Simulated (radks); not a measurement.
Tl20+, 61 electrons, occupied as [Kr] 4d10 4f13 5s2.

All-electron calculation, scalar-relativistic Kohn-Sham, SCAN, spin-polarised, spherical densities, finite nucleus; open shells are filled with parallel spins first (spin-orbit coupling, left out, can overturn this in heavy ions); meta-GGA in the generalised Kohn-Sham scheme; Fermi nuclear charge, rms radius 5.4759 fm. Program: a radial shooting solver on a logarithmic mesh with Libxc functionals.

Energy parts (hartree):
total: -20090.1957
kinetic: 22633.6252
electron-nucleus: -48983.8316
Hartree: 6621.2609
exchange-correlation: -361.2501

Orbitals (lengths in bohr, moments of r in powers of bohr; <r^-3> diverges for s and p1/2):
[
 {"orbital": "1s up", "occ.": "1", "eigenvalue (hartree)": "-3167.214", "<r^-3>": "-"},
 {"orbital": "1s down", "occ.": "1", "eigenvalue (hartree)": "-3167.214", "<r^-3>": "-"},
 {"orbital": "2s up", "occ.": "1", "eigenvalue (hartree)": "-579.9396", "<r^-3>": "-"},
 {"orbital": "2s down", "occ.": "1", "eigenvalue (hartree)": "-579.9374", "<r^-3>": "-"},
 {"orbital": "2p up", "occ.": "3", "eigenvalue (hartree)": "-501.3383", "<r^-3>": "28170"},
 {"orbital": "2p down", "occ.": "3", "eigenvalue (hartree)": "-501.3365", "<r^-3>": "28170"},
 {"orbital": "3s up", "occ.": "1", "eigenvalue (hartree)": "-152.4435", "<r^-3>": "-"},
 {"orbital": "3s down", "occ.": "1", "eigenvalue (hartree)": "-152.4099", "<r^-3>": "-"},
 {"orbital": "3p up", "occ.": "3", "eigenvalue (hartree)": "-129.6860", "<r^-3>": "6520"},
 {"orbital": "3p down", "occ.": "3", "eigenvalue (hartree)": "-129.6494", "<r^-3>": "6524"},
 {"orbital": "3d up", "occ.": "5", "eigenvalue (hartree)": "-106.0651", "<r^-3>": "796.4"},
 {"orbital": "3d down", "occ.": "5", "eigenvalue (hartree)": "-106.0343", "<r^-3>": "796.8"},
 {"orbital": "4s up", "occ.": "1", "eigenvalue (hartree)": "-47.67629", "<r^-3>": "-"},
 {"orbital": "4s down", "occ.": "1", "eigenvalue (hartree)": "-47.60752", "<r^-3>": "-"},
 {"orbital": "4p up", "occ.": "3", "eigenvalue (hartree)": "-40.11326", "<r^-3>": "1622"},
 {"orbital": "4p down", "occ.": "3", "eigenvalue (hartree)": "-40.04731", "<r^-3>": "1621"},
 {"orbital": "4d up", "occ.": "5", "eigenvalue (hartree)": "-31.21354", "<r^-3>": "178.1"},
 {"orbital": "4d down", "occ.": "5", "eigenvalue (hartree)": "-31.14866", "<r^-3>": "177.8"},
 {"orbital": "4f up", "occ.": "7", "eigenvalue (hartree)": "-21.39201", "<r^-3>": "37.50"},
 {"orbital": "4f down", "occ.": "6", "eigenvalue (hartree)": "-21.32355", "<r^-3>": "37.43"},
 {"orbital": "5s up", "occ.": "1", "eigenvalue (hartree)": "-20.31037", "<r^-3>": "-"},
 {"orbital": "5s down", "occ.": "1", "eigenvalue (hartree)": "-20.28535", "<r^-3>": "-"}
]

The highest occupied level is 5s down at -551.99 eV. The spin density at the nucleus is -3.11 e/bohr^3 (1s 0.02, 2s -1.89, 3s -16.02, 4s 7.99, 5s 6.80).

Empty levels of this run are not shown, since the potential may be unsettled where no density lies.
